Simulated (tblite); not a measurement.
Compound: C₃H₁₀BNSi.
Z-matrix (Å and degrees, GFN2-xTB geometry), rows numbered from 1:
```
B 
C   1  1.5334
C   2  1.5285  1  119.58
C   3  1.5259  2  108.69  1   152.88
N   4  1.4514  3  105.89  2   -42.59
Si  5  1.7133  4  115.30  3    27.80
H   1  1.1718  2  120.71  3   -20.73
H   1  1.1719  2  119.92  3   162.34
H   2  1.0929  1  114.02  3  -131.80
H   3  1.0907  2  109.24  1    34.39
H   3  1.0919  2  111.21  1   -85.02
H   4  1.0994  3  110.45  2    78.04
H   4  1.0949  3  111.42  2  -162.06
H   5  1.0056  4  115.06  3  -173.35
H   6  1.4654  2  117.15  1   -30.99
H   6  1.4695  2  110.61  1    96.16
```

Computed values, GFN2-xTB/tblite, gas phase, harmonic and unscaled. The method is semi-empirical: single wavenumbers can be off by several per cent or more. Modes of hydrogen on boron and silicon can be 10 to 20 % off. One conformer, not necessarily the lowest.

Harmonic wavenumbers (cm⁻¹): 97.8, 173.3, 199.3, 310.1, 353.5, 365.0, 421.7, 504.8, 535.2, 565.2, 642.9, 695.1, 789.0, 812.2, 833.7, 860.7, 898.5, 952.9, 1004.7, 1036.1, 1074.4, 1112.0, 1139.3, 1165.1, 1180.8, 1218.3, 1265.6, 1289.8, 1343.3, 1354.9, 1484.1, 1503.8, 2197.9, 2249.9, 2616.1, 2640.5, 2859.7, 2931.3, 2940.0, 2969.3, 2990.3, 3485.2.

A = 4166, B = 2948, C = 1904 MHz; mass 99.068 u (most abundant isotopes); point group C1, symmetry number 1.

Problem. Zero-point energy?

Solution. Half the sum of the wavenumbers: 27532 cm⁻¹ = 329.35 kJ/mol.

Problem. Entropy at 400 K, 1 bar (ideal gas, RRHO, classical rotation)?

Solution. Translation 172.28, rotation 116.72, vibration 103.65: S = 392.7 J/(mol K).

Problem. And Cp and H(400 K) − H(0)?

Solution. Cp = 169.00 J/(mol K), of which vibrations give 135.74 (their classical limit is 42 R = 349.2); H(400 K) − H(0) = 37.84 kJ/mol without the zero-point energy, 24.53 from vibrations.

Problem. Which modes carry the vibrational entropy at 400 K?

Solution. 97.8 cm⁻¹: 17.04; 173.3 cm⁻¹: 12.38; 199.3 cm⁻¹: 11.26; 310.1 cm⁻¹: 7.82; 353.5 cm⁻¹: 6.86; 365.0 cm⁻¹: 6.62 J/(mol K); the other 36 give 41.67 together.

Problem. How do the functions run with temperature in this model?

Solution. 
```json
{"T (K)": "100", "S (J/(mol K))": "254.9", "Cp (J/(mol K))": "55.8", "H − H(0) (kJ/mol)": "4.15", "G − H(0) (kJ/mol)": "-21.34", "ln q(vib)": "0.45"}
{"T (K)": "200", "S (J/(mol K))": "304.5", "Cp (J/(mol K))": "92.3", "H − H(0) (kJ/mol)": "11.52", "G − H(0) (kJ/mol)": "-49.39", "ln q(vib)": "1.71"}
{"T (K)": "300", "S (J/(mol K))": "349.5", "Cp (J/(mol K))": "132.1", "H − H(0) (kJ/mol)": "22.74", "G − H(0) (kJ/mol)": "-82.10", "ln q(vib)": "3.31"}
{"T (K)": "500", "S (J/(mol K))": "433.8", "Cp (J/(mol K))": "199.8", "H − H(0) (kJ/mol)": "56.33", "G − H(0) (kJ/mol)": "-160.57", "ln q(vib)": "6.97"}
{"T (K)": "800", "S (J/(mol K))": "542.7", "Cp (J/(mol K))": "262.8", "H − H(0) (kJ/mol)": "126.59", "G − H(0) (kJ/mol)": "-307.58", "ln q(vib)": "12.71"}
{"T (K)": "1000", "S (J/(mol K))": "604.4", "Cp (J/(mol K))": "289.8", "H − H(0) (kJ/mol)": "181.98", "G − H(0) (kJ/mol)": "-422.42", "ln q(vib)": "16.38"}
```

q(vib) and H(0) count from the zero-point level.

Hindered rotation and anharmonicity are outside this model. Other conformers, if any are populated, would add a mixing term that is left out. The structure is chiral; the term R ln 2 for an equal mix with its mirror image is left out.
